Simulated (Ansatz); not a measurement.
Geometry optimisation, RKS BLYP-D4/def2-SVP in Ansatz 0.2.0.

Input file:

```yaml
crystal:
  periodic: [false, false, false]
  atoms:
    - { symbol: Hf, position_ang: [0.166127, 0.011054, 0.120442] }
    - { symbol: Br, position_ang: [1.903912, -1.621931, -1.501792] }
    - { symbol: O, position_ang: [-1.172916, -0.25013, -1.274336] }
    - { symbol: H, position_ang: [-0.7642, -0.822854, -1.95722] }
    - { symbol: O, position_ang: [0.625189, 1.884978, 0.314959] }
    - { symbol: O, position_ang: [-0.423631, -0.745975, 1.806396] }
    - { symbol: H, position_ang: [0.653946, 2.833615, 0.110108] }
    - { symbol: H, position_ang: [-0.988426, -1.288757, 2.381344] }
basis:
  gaussian: { orbitals: def2-SVP }
hamiltonian:
  xc: blyp
  dispersion: d4
relax:
  f_tol: 0.03
  max_steps: 50
```

Run as:

```bash
$ ansatz run input.yaml --threads 2 --pin off --max-ram 3072MiB --backend cpu --events-out ev --progress --plain --runs-dir out
```

Problem. Where does it end, and by what steps?

Solution. The run converged. After 8 steps the energy has fallen by 0.724 eV; H4 moved furthest, 1.08 Å. Parted: Hf1–H4.

| step | energy less start (eV) | largest force component (eV/Å) | accepted |
| --- | --- | --- | --- |
| 0 | 0.0000 | 1.182 | yes |
| 1 | -0.3774 | 0.390 | yes |
| 2 | -0.4858 | 0.401 | yes |
| 3 | -0.5555 | 0.525 | yes |
| 4 | -0.5823 | 1.163 | yes |
| 5 | -0.6771 | 0.174 | yes |
| 6 | -0.7139 | 0.102 | yes |
| 7 | -0.7178 | 0.398 | yes |
| 8 | -0.7236 | 0.016 | yes |

```xyz
8
Properties=species:S:1:pos:R:3
Hf 0.258 -0.146 -0.070
Br 2.416 -1.364 -0.719
O -1.050 -0.410 -1.470
H -1.772 -0.471 -2.109
O 0.648 1.739 0.125
O -0.387 -0.884 1.599
H 0.706 2.698 0.226
H -0.820 -1.161 2.417
```

Run time: 14 s on 2 threads of Intel(R) Xeon(R) 6975P-C (Granite Rapids), with other jobs on the host, peak memory 0.2 GiB.
